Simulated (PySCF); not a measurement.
**Ionisation energy of Cr²⁰⁺ by level of theory**

Cr²⁰⁺ [He] 2s2 (1S) → Cr²¹⁺ [He] 2s1 (2S), as a difference of total energies. All numbers are calculated (PySCF 2.14, scalar relativity by spin-free X2C-1e, in an even-tempered Gaussian basis (19 s from 4.6 bohr⁻², ratio 2.2; 8 p from 7.2 bohr⁻², ratio 2.4; 6 d from 22 bohr⁻², ratio 2.4; 5 f from 33 bohr⁻², ratio 2.4; 4 g from 49 bohr⁻², ratio 2.4)). Correlated levels: nothing frozen; virtual orbitals above 40 to 60 times the deepest correlated orbital energy dropped. The calculations carry no spin-orbit coupling.

```tsv
method	ionisation energy (eV)
UHF	1628.0
LDA	1627.8
PBE	1631.2
PBE0	1630.7
r2SCAN	1628.1
M06-L	1628.1
BP86	1631.4
MP2 (all electrons)	1632.4
SCS-MP2 (all electrons)	1633.2
```

Problem. Which method comes closest to the reference value, and which is furthest?

Solution. The reference is 1634.1 ± 0.5 eV (semi-empirical (NIST evaluation); NIST Atomic Spectra Database, ionization energies). Closest: SCS-MP2 (all electrons) (error -0.900 eV); furthest: LDA (error -6.300 eV).
